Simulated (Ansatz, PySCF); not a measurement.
CH₆BeO₂Si. Atoms are numbered in the order given.

```xyz
11

Be     0.0000     0.0000     0.6044
O      0.0000     0.0000     1.9964
C      0.0000     0.0000     3.3740
H      1.0148     0.1789     3.7753
H     -0.6623     0.7894     3.7753
H     -0.3525    -0.9682     3.7753
O      0.0000     0.0000    -0.8187
Si     0.0000     0.0000    -2.4607
H     -1.3993    -0.0250    -2.9861
H      0.7213    -1.1993    -2.9861
H      0.6780     1.2243    -2.9861
```

The structure is a stationary point at r2SCAN-D4/def2-SVP. One conformer was computed; it need not be the lowest.

Vertical ionisation energy (IE) and electron affinity (EA) in eV. Rows of orbital energies are one-electron estimates. Where ΔSCF, EOM or ADC give a negative EA the extra electron is unbound and the value depends on the basis.

| level | IE | EA |
|---|---|---|
| −ε(HOMO), −ε(LUMO), r2SCAN/def2-TZVP (PySCF) | 6.94 | 0.52 |
| −ε(HOMO), −ε(LUMO), PBE/def2-TZVP (PySCF) | 6.63 | 1.04 |
| ΔSCF, PBE0/def2-SVPD (Ansatz), final states of multiplicity 2 and 2 | 10.09 | -0.85 |
| ΔSCF, PBE/def2-SVPD (Ansatz), final states of multiplicity 2 and 2 | … | … |

Problem. Some entries are withheld; supply them. (Estimate from the structure and the level; the computed values follow.)

Solution. 
- ΔSCF, PBE/def2-SVPD (Ansatz, a quantum-chemistry and plane-wave program), final states of multiplicity 2 and 2, IE: 9.50
- ΔSCF, PBE/def2-SVPD (Ansatz), final states of multiplicity 2 and 2, EA: -0.69

Problem. What vertical singlet–triplet gap does ΔSCF give with PBE0/def2-SVPD (Ansatz) and with PBE/def2-SVPD (Ansatz)? (An estimate is asked for; the answer gives what the named calculation found.)

Solution. 6.58 and 5.84 eV (triplet above singlet where positive).
